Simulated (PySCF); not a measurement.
# SMILES C=C/C=C(\C=C\C=C)CC, C10H14

Molfile (atoms numbered from 1):
```
C10H14
     RDKit          3D

 24 23  0  0  0  0  0  0  0  0999 V2000
   -3.6758   -1.8550   -0.3968 C   0  0  0  0  0  0  0  0  0  0  0  0
   -2.3948   -1.4843   -0.4079 C   0  0  0  0  0  0  0  0  0  0  0  0
   -1.8766   -0.4391    0.4303 C   0  0  0  0  0  0  0  0  0  0  0  0
   -0.6015    0.0140    0.5105 C   0  0  0  0  0  0  0  0  0  0  0  0
    0.4671   -0.5208   -0.2913 C   0  0  0  0  0  0  0  0  0  0  0  0
    1.7612   -0.1491   -0.2589 C   0  0  0  0  0  0  0  0  0  0  0  0
    2.7640   -0.7428   -1.1001 C   0  0  0  0  0  0  0  0  0  0  0  0
    4.0499   -0.3947   -1.0777 C   0  0  0  0  0  0  0  0  0  0  0  0
   -0.3010    1.1519    1.4519 C   0  0  0  0  0  0  0  0  0  0  0  0
   -0.2392    2.4835    0.7007 C   0  0  0  0  0  0  0  0  0  0  0  0
   -4.3959   -1.3822    0.2513 H   0  0  0  0  0  0  0  0  0  0  0  0
   -4.0470   -2.6408   -1.0320 H   0  0  0  0  0  0  0  0  0  0  0  0
   -1.7118   -1.9907   -1.0752 H   0  0  0  0  0  0  0  0  0  0  0  0
   -2.6159    0.0271    1.0715 H   0  0  0  0  0  0  0  0  0  0  0  0
    0.1984   -1.3031   -0.9885 H   0  0  0  0  0  0  0  0  0  0  0  0
    2.1083    0.6212    0.4147 H   0  0  0  0  0  0  0  0  0  0  0  0
    2.4265   -1.5147   -1.7807 H   0  0  0  0  0  0  0  0  0  0  0  0
    4.4160    0.3695   -0.4117 H   0  0  0  0  0  0  0  0  0  0  0  0
    4.7784   -0.8574   -1.7205 H   0  0  0  0  0  0  0  0  0  0  0  0
    0.6447    0.9754    1.9667 H   0  0  0  0  0  0  0  0  0  0  0  0
   -1.0840    1.2106    2.2104 H   0  0  0  0  0  0  0  0  0  0  0  0
   -1.1921    2.6828    0.2155 H   0  0  0  0  0  0  0  0  0  0  0  0
   -0.0237    3.2971    1.3896 H   0  0  0  0  0  0  0  0  0  0  0  0
    0.5330    2.4613   -0.0643 H   0  0  0  0  0  0  0  0  0  0  0  0
  1  2  2  0
  2  3  1  0
  3  4  2  0
  4  5  1  0
  5  6  2  0
  6  7  1  0
  7  8  2  0
  4  9  1  0
  9 10  1  0
  1 11  1  0
  1 12  1  0
  2 13  1  0
  3 14  1  0
  5 15  1  0
  6 16  1  0
  7 17  1  0
  8 18  1  0
  8 19  1  0
  9 20  1  0
  9 21  1  0
 10 22  1  0
 10 23  1  0
 10 24  1  0
M  END
```

Computed with GIAO HSE06/3-21G magnetisability, rotational g tensor and spin-rotation constants, non-relativistic, gas phase in PySCF. Geometry: GFN2-xTB.

Q: How diamagnetic is it, and how anisotropic?

A: Isotropic -1539 × 10⁻³⁰ J/T², or -92.7 × 10⁻⁶ cm³/mol; principal values -1957, -1376, -1283 × 10⁻³⁰ J/T², anisotropy 633 × 10⁻³⁰ J/T² (root of half the summed squared differences of the principal values). The susceptibility is in cgs units.

Q: Split it along the inertial axes a, b, c into diamagnetic and paramagnetic parts about the centre of mass, with the quadrupole moment.

A: 
| axis | χ (10⁻⁶ cm³/mol) | diamagnetic (10⁻⁶ cm³/mol) | paramagnetic (10⁻⁶ cm³/mol) | summed x² of all electrons (Å²) | quadrupole Θ (D Å) |
| --- | --- | --- | --- | --- | --- |
| a | -82.4 | -838.6 | 756.1 | 431.7 | +5.65 |
| b | -81.0 | -1947.3 | 1866.3 | 170.4 | +5.43 |
| c | -114.6 | -2554.2 | 2439.6 | 27.3 | -11.08 |

Anisotropies 2χaa − χbb − χcc = +30.8 and 2χbb − χaa − χcc = +35.0 × 10⁻⁶ cm³/mol. Θ is traceless in Buckingham's convention.

Q: And the rotational g tensor?

A: 
| axis | rotational constant (GHz) | g | nuclear part | electronic part |
| --- | --- | --- | --- | --- |
| a | 1.8033 | -0.0233 | 0.6173 | -0.6406 |
| b | 0.6695 | -0.0091 | 0.5779 | -0.5870 |
| c | 0.5071 | +0.0035 | 0.5847 | -0.5812 |

Asymmetric top; isotopes 12C, 1H; no vibrational averaging.
